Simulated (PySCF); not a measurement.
# TDDFT excited states: [C8H12P]+

Species: C8H12P (charge +1).
Numbering: `[CH3:1]/[CH:2]=[CH:3]\[PH+:4]1[CH:5]=[CH:6][CH2:7][CH:8]=[CH:9]1` (hydrogens: H10, H11, H12 on C1; H13 on C2; H14 on C3; H15 on P4; H16 on C5; H17 on C6; H18, H19 on C7; H20 on C8; H21 on C9)

Level of theory: PySCF 2.14.0, density-fitted response routines, TDDFT CAM-B3LYP/def2-SVPD, vertical, gas phase, core orbitals frozen in the response. Geometry: PBE0-D3(BJ)/def2-SVP, one conformer, isolated ion. Torsions of this conformer, `[CH3:1]/[CH:2]=[CH:3]\[PH+:4]1[CH:5]=[CH:6][CH2:7][CH:8]=[CH:9]1`: C2–C3–P4–C5 -118°.

Task: List the vertical singlet excitations with oscillator strengths and describe the spectrum.

Result: 

```
state  E (eV)  λ (nm)  ν̃ (cm⁻¹)       f  main configurations (H = HOMO, L = LUMO)
   S1    6.07   204.4      48930  0.0020                               H-1→L (91%)
   S2    6.38   194.4      51430   0.348                                 H→L (90%)
   S3    6.64   186.7      53560   0.011                               H→L+1 (88%)
   S4    6.72   184.4      54220   0.446    H-1→L+1 (66%), H-2→L (19%), H→L+2 (8%)
   S5    6.81   182.0      54950  0.0066                 H-1→L+2 (77%), H-4→L (8%)
   S6    6.93   179.0      55870   0.141                  H→L+2 (73%), H-3→L (10%)
   S7    7.18   172.8      57880   0.016                             H-2→L+1 (87%)
   S8    7.38   167.9      59560   0.340   H-2→L (50%), H-1→L+1 (21%), H-3→L (11%)
   S9    7.57   163.9      61030  0.0007   H-3→L (43%), H-2→L (18%), H-2→L+2 (15%)
  S10    7.63   162.5      61550  0.0020    H→L+3 (58%), H→L+4 (24%), H-3→L+1 (9%)
```

Triplets, Tamm–Dancoff:

| state | E (eV) | λ (nm) | main configurations (H = HOMO, L = LUMO) |
| --- | --- | --- | --- |
| T1 | 4.13 | 300.5 | H→L (56%), H→L+2 (23%) |
| T2 | 4.23 | 292.8 | H-1→L (43%), H-2→L+1 (29%), H-1→L+2 (12%) |
| T3 | 4.25 | 291.6 | H-1→L+1 (37%), H-2→L (34%), H→L+2 (14%) |
| T4 | 6.31 | 196.4 | H-1→L (39%), H→L+1 (27%), H-1→L+2 (11%) |

The lowest singlet comes at 204 nm (585 kJ/mol) in the ultraviolet; it is very weak; its leading configuration is HOMO-1→LUMO (91%). The strongest level in the table is S4 at 6.72 eV (184 nm, f = 0.446). Löwdin shares by element: HOMO carbon 72% or more (atoms not listed hold the other 28%); LUMO carbon 51% or more (atoms not listed hold the other 49%). Weighted by f, the mean energy of these states is 6.83 eV. Of the 10 states listed, 6 reach f = 0.01 and none stays under 0.0005. Orbital energies (eV): HOMO-3 -15.25, HOMO-2 -14.07, HOMO-1 -13.39, HOMO -13.26, LUMO -4.19, LUMO+1 -3.76, LUMO+2 -3.43. The vertical ionisation energy (ΔSCF) is 13.89 eV, 6.26 eV above S10. Only the lowest 10 singlets were computed, as vertical energies without vibronic structure.
